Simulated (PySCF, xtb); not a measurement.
Si(F)(I)(Me)2 (C₂H₆FISi), SMILES C[Si](C)(F)I. Atoms are numbered in the order given.

```xyz
11

C      1.8576     0.7291     1.5685
Si     1.2229    -0.0476     0.0000
C      1.8576     0.7291    -1.5685
F      1.6538    -1.6212     0.0000
I     -1.2499     0.0221     0.0000
H      1.4587     0.2075     2.4515
H      1.5575     1.7869     1.6262
H      2.9587     0.6739     1.5963
H      1.4587     0.2075    -2.4515
H      1.5575     1.7869    -1.6262
H      2.9587     0.6739    -1.5963
```
Charge 0, spin multiplicity 1.

Geometry optimised at B3LYP-D3(BJ)/def2-SVP. The def2 effective core potentials stand for the cores of I; spin–orbit coupling is left out.

Computed with IEF-PCM-PBE0/def2-SVP (PySCF).

The values are the electrostatic part of the solvation free energy, E(continuum) − E(gas) at the gas-phase geometry, in a cavity of scaled van der Waals radii (PySCF's table); cavitation and dispersion terms are not included. In vacuum the orbital gap is 7.65 eV. The dipole moment in vacuum is 2.69 D.

```csv
solvent,ε,ΔG(elec) (kcal/mol),dipole (D),gap (eV)
water,78.36,-3.7,3.49,7.80
"N,N-dimethylformamide",37.22,-3.6,3.47,7.80
2-propanol,19.26,-3.5,3.43,7.79
```

For comparison, GFN2-xTB/ALPB(water) (xtb, at the GFN2-xTB geometry, all terms of that model) gives -2.3 kcal/mol.
